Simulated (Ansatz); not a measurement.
Basis-set series for CH4AlIS. The species carries charge 0 and has multiplicity 1. I takes the def2 core potential. The bonds changed during the relaxation, so this is another structure than the one it started from. All single points use the PBE0-D4/def2-TZVP geometry. It is one conformer, not always the lowest.

Cartesian coordinates in Å:
```
S -0.536 1.147 0.988
C -0.849 0.192 -0.576
Al 1.035 -0.225 -0.363
I 1.579 -2.284 0.934
H -0.618 0.105 1.834
H -1.678 -0.497 -0.440
H -1.103 0.946 -1.322
H 2.171 0.616 -1.055
```

| functional | basis | functions | energy (Eh) | HOMO (eV) | LUMO (eV) |
| --- | --- | --- | --- | --- | --- |
| PBE0-D4 | def2-SVP | 96 | -978.37890 | -7.18 | -0.43 |
| PBE0-D4 | def2-QZVPP | 399 | -978.68080 | -7.19 | -0.70 |
| ωB97M-V | def2-SVP | 96 | -978.57848 | -9.24 | 1.26 |
| ωB97M-V | def2-QZVPP | 399 | -978.88127 | -9.29 | 0.67 |

(1) Give the rows for def2-TZVPP. (Estimate.)

Answers

(1) Computed: 
| functional | basis | functions | energy (Eh) | HOMO (eV) | LUMO (eV) |
| --- | --- | --- | --- | --- | --- |
| PBE0-D4 | def2-TZVPP | 221 | -978.65809 | -7.18 | -0.60 |
| ωB97M-V | def2-TZVPP | 221 | -978.85950 | -9.28 | 1.00 |

Positive LUMOs are unbound and depend on the basis.
